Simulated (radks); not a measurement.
Question: These are the eigenvalues of the occupied orbitals of an atom or ion with whole-number occupations (hartree). Calculated with a radial shooting solver on a logarithmic mesh with Libxc functionals: scalar-relativistic Kohn-Sham, r2SCAN, spin-polarised, spherical densities, finite nucleus; meta-GGA in the generalised Kohn-Sham scheme; Fermi nuclear charge, rms radius of each element as measured or else 0.836 A^(1/3) + 0.57 fm.

1s down: -220.1001
1s up: -220.0997
2s up: -28.09433
2s down: -28.06480
2p up: -24.07624
2p down: -24.05364
3s up: -5.81793
3s down: -5.74934
3p up: -4.67968
3p down: -4.61135
3d up: -2.91629

Which element is it, and in what charge state? The configuration may be excited. Open shells, if any, are filled with parallel spins first.

Answer: Z = 24, chromium, charge +5: Cr5+ in [Ar] 3d1. The list shows which subshells hold electrons but not how many an open one holds; the 1s level, -220.1 hartree, gives Z - s = 21.0 by -(Z - s)^2/2, which with screening and relativity narrows Z to a few neighbours, and the depths of the outer levels then fix element, charge and occupations together.
